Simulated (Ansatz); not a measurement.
Input file for C2H6ClFGeSe, SMILES `C[Se][Ge]([CH3])([F])[Cl]`:

```yaml
crystal:
  periodic: [false, false, false]
  atoms:
    - {symbol: C, position_ang: [-1.028145, -1.909696, 0.631021]}
    - {symbol: Se, position_ang: [-1.820022, -0.557448, -0.544305]}
    - {symbol: Ge, position_ang: [-0.268760, 1.114716, -0.084837]}
    - {symbol: C, position_ang: [1.497747, 0.982313, -0.854462]}
    - {symbol: F, position_ang: [-0.993094, 2.572453, -0.682213]}
    - {symbol: Cl, position_ang: [-0.066415, 1.365906, 2.045047]}
    - {symbol: H, position_ang: [-1.715738, -2.753294, 0.609521]}
    - {symbol: H, position_ang: [-0.953541, -1.522586, 1.644678]}
    - {symbol: H, position_ang: [-0.055401, -2.225844, 0.260902]}
    - {symbol: H, position_ang: [2.076376, 1.859000, -0.562739]}
    - {symbol: H, position_ang: [1.992629, 0.082734, -0.488469]}
    - {symbol: H, position_ang: [1.411365, 0.936745, -1.940045]}
basis:
  gaussian: {orbitals: def2-SVP}
correlation: {method: ccsd_t}
```

```sh
$ ansatz run in.yaml --threads 3 --pin off --events-out ev --progress --plain --backend cuda
```

Output of Ansatz, abridged:

```
Functional definition: HF
1512 factors; integrals over basis functions are off by at most 1.2e-3 eV
mean field evaluation 1: about -139119.2428 eV, gradient 3.7e1 eV
mean field evaluation 2: about -139119.2915 eV, gradient 3.7e1 eV
mean field evaluation 4: about -139122.4516 eV, gradient 3.7e0 eV
mean field evaluation 8: about -139122.4979 eV, gradient 2.0e-1 eV
mean field -139122.49815861 eV, -5112.6575067128 hartree, gradient 2.3e-6 eV, S^2 0.000000; 0 other end points of the search recorded, 0 dependent functions left out
26 core orbitals not correlated: weight in the atoms' cores, before any rotation towards them, 1.000 or more for the frozen orbitals, at most 0.000 for the correlated occupied ones
reference -139122.49815861 eV, -5112.6575067128 hartree; 29, 29 occupied and 99, 99 virtual orbitals, 1512 factors
second order -29.00612056 eV of doubles, -0.00000000 eV of singles
cycle   1  -29.21431910 eV  change   -2.1e-1 eV  update   1.2e-1
cycle   2  -29.91835396 eV  change   -7.0e-1 eV  update   3.3e-2
cycle   3  -30.05412037 eV  change   -1.4e-1 eV  update   1.7e-2
cycle   4  -30.04637601 eV  change    7.7e-3 eV  update   3.6e-3
cycle   5  -30.04581419 eV  change    5.6e-4 eV  update   1.5e-3
cycle   6  -30.04622861 eV  change   -4.1e-4 eV  update   4.1e-4
cycle   7  -30.04598300 eV  change    2.5e-4 eV  update   1.5e-4
cycle   8  -30.04593485 eV  change    4.8e-5 eV  update   5.1e-5
perturbative correction -0.79231137 eV, -0.0291169056 hartree
Total energy: -139153.33640483 eV, -5113.7907913585 hartree
```

Run time 33 s (3 threads of an AMD EPYC 7R13 on a shared host and a share of an NVIDIA H100 80 GB); peak host memory 0.94 GiB.

The correlation energy is -30.838 eV, 2.6 % of it from (T); the T1 diagnostic reads 0.0095.
